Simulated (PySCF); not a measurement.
**Electronic structure of Bi⁺ (bismuth, charge +1) at the UHF level**

Configuration: [Xe] 4f14 5d10 6s2 6p1 7s1, high-spin 3P determinant (an excited configuration). Calculation: PySCF 2.14, in aug-cc-pVTZ-DK3 (9s8p6d3f, 84 functions); scalar relativity by spin-free X2C-1e.

```
Total energy                                                  : -21526.525146 hartree
One-electron energy                                           : -29400.4666 hartree
Hartree (Coulomb) energy                                      : 8271.8326 hartree
Exchange energy                                               : -397.8912 hartree
⟨S²⟩                                                          : 2.0058
⟨L²⟩                                                          : 2.029
Sum of ⟨r⟩                                                    : 48.98 bohr
Sum of ⟨r²⟩                                                   : 83.28 bohr²
Traceless quadrupole moment −½Σ⟨3z² − r²⟩ along its main axis : -2.15 e·bohr²
Langevin diamagnetic susceptibility                           : -66.0 ×10⁻⁶ cm³/mol
```

```json
{"shell": "1s α", "electrons": "1", "mean orbital energy (eV)": "-91011.9", "spread (eV)": "0", "rms radius, mean of both spins (bohr)": "0.0178"}
{"shell": "1s β", "electrons": "1", "mean orbital energy (eV)": "-91011.8", "spread (eV)": "0", "rms radius, mean of both spins (bohr)": "0.0178"}
{"shell": "2s α", "electrons": "1", "mean orbital energy (eV)": "-16522.7", "spread (eV)": "0", "rms radius, mean of both spins (bohr)": "0.0718"}
{"shell": "2s β", "electrons": "1", "mean orbital energy (eV)": "-16522.7", "spread (eV)": "0", "rms radius, mean of both spins (bohr)": "0.0718"}
{"shell": "2p α", "electrons": "3", "mean orbital energy (eV)": "-14212.4", "spread (eV)": "0.017", "rms radius, mean of both spins (bohr)": "0.0664"}
{"shell": "2p β", "electrons": "3", "mean orbital energy (eV)": "-14212.4", "spread (eV)": "0.046", "rms radius, mean of both spins (bohr)": "0.0664"}
{"shell": "3s α", "electrons": "1", "mean orbital energy (eV)": "-4071.7", "spread (eV)": "0", "rms radius, mean of both spins (bohr)": "0.183"}
{"shell": "3s β", "electrons": "1", "mean orbital energy (eV)": "-4071.6", "spread (eV)": "0", "rms radius, mean of both spins (bohr)": "0.183"}
{"shell": "3p α", "electrons": "3", "mean orbital energy (eV)": "-3398.2", "spread (eV)": "0.019", "rms radius, mean of both spins (bohr)": "0.186"}
{"shell": "3p β", "electrons": "3", "mean orbital energy (eV)": "-3398.1", "spread (eV)": "0.121", "rms radius, mean of both spins (bohr)": "0.186"}
{"shell": "3d α", "electrons": "5", "mean orbital energy (eV)": "-2683.6", "spread (eV)": "0.076", "rms radius, mean of both spins (bohr)": "0.170"}
{"shell": "3d β", "electrons": "5", "mean orbital energy (eV)": "-2683.6", "spread (eV)": "0.103", "rms radius, mean of both spins (bohr)": "0.170"}
{"shell": "4s α", "electrons": "1", "mean orbital energy (eV)": "-983.96", "spread (eV)": "0", "rms radius, mean of both spins (bohr)": "0.400"}
{"shell": "4s β", "electrons": "1", "mean orbital energy (eV)": "-983.88", "spread (eV)": "0", "rms radius, mean of both spins (bohr)": "0.400"}
{"shell": "4p α", "electrons": "3", "mean orbital energy (eV)": "-758.43", "spread (eV)": "0.083", "rms radius, mean of both spins (bohr)": "0.427"}
{"shell": "4p β", "electrons": "3", "mean orbital energy (eV)": "-758.35", "spread (eV)": "0.266", "rms radius, mean of both spins (bohr)": "0.427"}
{"shell": "4d α", "electrons": "5", "mean orbital energy (eV)": "-487.80", "spread (eV)": "0.200", "rms radius, mean of both spins (bohr)": "0.453"}
{"shell": "4d β", "electrons": "5", "mean orbital energy (eV)": "-487.77", "spread (eV)": "0.261", "rms radius, mean of both spins (bohr)": "0.453"}
{"shell": "5s α", "electrons": "1", "mean orbital energy (eV)": "-193.99", "spread (eV)": "0", "rms radius, mean of both spins (bohr)": "0.890"}
{"shell": "5s β", "electrons": "1", "mean orbital energy (eV)": "-193.78", "spread (eV)": "0", "rms radius, mean of both spins (bohr)": "0.890"}
{"shell": "4f α", "electrons": "7", "mean orbital energy (eV)": "-191.58", "spread (eV)": "0.240", "rms radius, mean of both spins (bohr)": "0.480"}
{"shell": "4f β", "electrons": "7", "mean orbital energy (eV)": "-191.55", "spread (eV)": "0.293", "rms radius, mean of both spins (bohr)": "0.480"}
{"shell": "5p α", "electrons": "3", "mean orbital energy (eV)": "-127.76", "spread (eV)": "0.158", "rms radius, mean of both spins (bohr)": "1.01"}
{"shell": "5p β", "electrons": "3", "mean orbital energy (eV)": "-127.60", "spread (eV)": "0.600", "rms radius, mean of both spins (bohr)": "1.01"}
{"shell": "5d α", "electrons": "5", "mean orbital energy (eV)": "-47.984", "spread (eV)": "0.438", "rms radius, mean of both spins (bohr)": "1.31"}
{"shell": "5d β", "electrons": "5", "mean orbital energy (eV)": "-47.773", "spread (eV)": "0.734", "rms radius, mean of both spins (bohr)": "1.31"}
{"shell": "6s α", "electrons": "1", "mean orbital energy (eV)": "-30.008", "spread (eV)": "0", "rms radius, mean of both spins (bohr)": "2.25"}
{"shell": "6s β", "electrons": "1", "mean orbital energy (eV)": "-27.637", "spread (eV)": "0", "rms radius, mean of both spins (bohr)": "2.25"}
{"shell": "6p α", "electrons": "1", "mean orbital energy (eV)": "-18.130", "spread (eV)": "0", "rms radius, mean of both spins (bohr)": "2.89"}
{"shell": "7s α", "electrons": "1", "mean orbital energy (eV)": "-7.809", "spread (eV)": "0", "rms radius, mean of both spins (bohr)": "5.72"}
```

Spin-orbit coupling, absent here, splits the open shell strongly. The outer electron is Rydberg-like, and this basis confines it to a smaller radius and binds it less than a complete one would.

Densities and radii are taken from the X2C orbitals without a picture-change correction, which distorts them close to the nucleus.

Spin-orbit constants ζ (cm⁻¹) from the X2C one-electron operator on these orbitals: bare nucleus, nucleus screened by l(l+1)(2l+1)/3 electrons, and screened by the Breit-Pauli mean field of the electrons.

```json
{"shell": "2p", "bare": "11470000", "screened nucleus": "11200000", "mean field": "n/a"}
{"shell": "3p", "bare": "2597000", "screened nucleus": "2535000", "mean field": "n/a"}
{"shell": "3d", "bare": "397600", "screened nucleus": "349700", "mean field": "n/a"}
{"shell": "4p", "bare": "635900", "screened nucleus": "620600", "mean field": "n/a"}
{"shell": "4d", "bare": "87300", "screened nucleus": "76780", "mean field": "n/a"}
{"shell": "4f", "bare": "18710", "screened nucleus": "12400", "mean field": "n/a"}
{"shell": "5p", "bare": "114600", "screened nucleus": "111900", "mean field": "n/a"}
{"shell": "5d", "bare": "10830", "screened nucleus": "9529", "mean field": "n/a"}
{"shell": "6p", "bare": "11480", "screened nucleus": "11210", "mean field": "n/a"}
```

To first order the Landé constant is A = 5603 cm⁻¹, so the lowest level has J = 0 and lies 1.39 eV below the centre of the term. This holds in LS coupling only.
